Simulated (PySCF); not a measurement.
# Bond length, frequency and bond energy of SnSe by level of theory

State: ¹Σ⁺ (singlet), closed shell. Set-up: basis Sn cc-pVDZ-PP with ECP28, Se cc-pVDZ-PP with ECP10; scalar-relativistic core potentials; PySCF 2.14. De refers to Sn + Se in their high-spin ground configurations, without counterpoise correction. A positive dipole means Sn(−)Se(+).

```
      Level  Re (Å)  ωe (cm⁻¹)  De (eV)  μ (D)
        RHF   2.315        361     2.18  -3.72
    RHF-MP2   2.354        332     4.21    n/a
RHF-SCS-MP2   2.354        332     4.04    n/a
   RHF-CCSD   2.348        337     3.81    n/a
RHF-CCSD(T)   2.368        319     4.07    n/a
        PBE   2.371        315     4.84  -2.71
       TPSS   2.361        320     4.74  -2.80
     r²SCAN   2.346        330     4.61  -2.84
       PBE0   2.338        337     4.47  -2.99
    r²SCAN0   2.325        345     4.30  -3.04
    LC-ωPBE   2.296        367     3.94  -3.21
     B2PLYP   2.363        319     4.46  -3.39
```

Q: Which functional lies closest to RHF-CCSD(T) in De, which farthest, and by how much do they differ from it?

A: Closest is LC-ωPBE (-7.2 pm in Re, +15.0 % in ωe, -0.13 eV in De against RHF-CCSD(T) in the same basis), farthest PBE (+0.3 pm in Re, -1.3 % in ωe, +0.77 eV in De). CCSD(T) converges more slowly with the basis than the functionals do and binds too weakly in this one, so the order can change at the basis-set limit.

Q: What does a quarter of exact exchange do here, going from PBE to PBE0?

A: PBE0 less PBE: -3.3 pm in Re, +7.0 % in ωe, -0.37 eV in De. Exact exchange removes part of the self-interaction that spreads semilocal densities, and in most molecules shortens and stiffens the bond and lowers De; so it does here.

Q: What does the step from GGA to meta-GGA do here, going from PBE to r²SCAN?

A: r²SCAN less PBE: -2.5 pm in Re, +4.8 % in ωe, -0.23 eV in De. 

Correlated steps freeze 8 core orbitals. Correlated levels converge slowly with the basis: in double zeta they bind strong bonds too weakly, by up to about 1 eV, and carry superposition errors of some tenths. Spin–orbit coupling is left out, which matters for elements this heavy, above all for dissociation energies. Where the molecule has an RHF reference, its open-shell atoms are computed with UHF. B2PLYP dipoles, levels and charges come from its SCF part alone. The CCSD T1 diagnostic is raised, a sign that a single reference may not be enough here.
